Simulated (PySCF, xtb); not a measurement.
disilylmethane (CH8Si2), SMILES [SiH3]C[SiH3].

Harmonic wavenumbers (cm⁻¹) from GFN2-xTB run with xtb 6.7.1 at its own minimum, in rising order: 103, 123, 177, 480, 506, 507, 520, 695, 723, 776, 787, 787, 796, 807, 816, 826, 1024, 1139, 1458, 2227, 2233, 2243, 2251, 2259, 2259, 2965, 2976.

Task: What does PBE-D3(BJ)/def2-SVP (PySCF 2.14.0) give at its own minimum? (An estimate is asked for; the answer gives what the named calculation found.)

Result: 93, 144, 163, 441, 536, 547, 549, 742, 746, 796, 876, 911, 914, 914, 917, 920, 996, 1039, 1330, 2154, 2160, 2163, 2165, 2167, 2170, 2986, 3051. Paired by order, the mean absolute difference is 65 cm⁻¹ and the zero-point energies are 46.4 and 46.6 kcal/mol.
